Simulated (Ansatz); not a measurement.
`[Cl][Mg][Br]` + `O[SiH3]` → `[SiH3][O][Mg][Cl]` + HBr at 700 K and 1 bar (ligand exchange at a Mg–Br bond).

Program: Ansatz. Geometries: PBE0-D4/def2-TZVP. ΔE: electronic, gas phase. CCSD(T)/CBS adds triple-zeta CCSD(T) − MP2 to the extrapolated MP2 energy (def2 sets, frozen cores). For Br, Mg outer-core shells are correlated without core-valence functions, which leaves a few kJ/mol of doubt a bond. Scalar relativity is left out up to krypton. Each species was taken in one conformer, which may not be the lowest.

| species | CCSD(T)/CBS energy (Eh) | H − E (kJ/mol) | S (J/(mol·K)) |
| --- | --- | --- | --- |
| `[Cl][Mg][Br]` | -3233.14611 | 44.5 | 340.2 |
| `O[SiH3]` | -366.69042 | 144.6 | 321.6 |
| `[SiH3][O][Mg][Cl]` | -1025.89888 | 144.3 | 431.7 |
| HBr | -2573.91920 | 36.5 | 223.7 |

H − E and S are ideal-gas, rigid-rotor, harmonic terms from PBE0-D4/def2-TZVP, for one conformer and one mirror image of each species. 1 Eh = 2625.50 kJ/mol, R = 8.31446 J/(mol·K).

Task: By hand: ΔE, ΔH, ΔS and ΔG.

Result: ΔE = (-1025.89888) + (-2573.91920) − (-3233.14611) − (-366.69042) = 0.01845 Eh = 48.4 kJ/mol. Δ(H − E) = 144.3 + 36.5 − 44.5 − 144.6 = -8.3, so ΔH = 40.1 kJ/mol. ΔS = 431.7 + 223.7 − 340.2 − 321.6 = -6.4 J/(mol·K). ΔG = 40.1 − 700 × (-6.4)/1000 = 44.6 kJ/mol.

Task: By hand: the equilibrium constant, and the temperature at which ΔG would vanish if ΔH and ΔS stayed fixed.

Result: log₁₀ K = −ΔG/(RT ln 10) = -3.3. ΔH and −TΔS have one sign here, so there is no such temperature.

The number of gas molecules stays the same, so ΔS is small and ΔH decides. A doubt of 5 kJ/mol in ΔE shifts log₁₀ K by 0.4 here. Other conformers and mirror images would add mixing entropy, several J/(mol·K) or more a flexible species. Modes under 60 cm⁻¹, often nearly free rotors, make the harmonic entropy too high. These are equilibria of isolated gas molecules and say nothing of rates. Largest T1 diagnostic: 0.011 (customary marks: 0.02 for closed shells, 0.045 for open ones).

ΔS is within the doubt of such terms, so its sign, and with it that verdict, could turn.
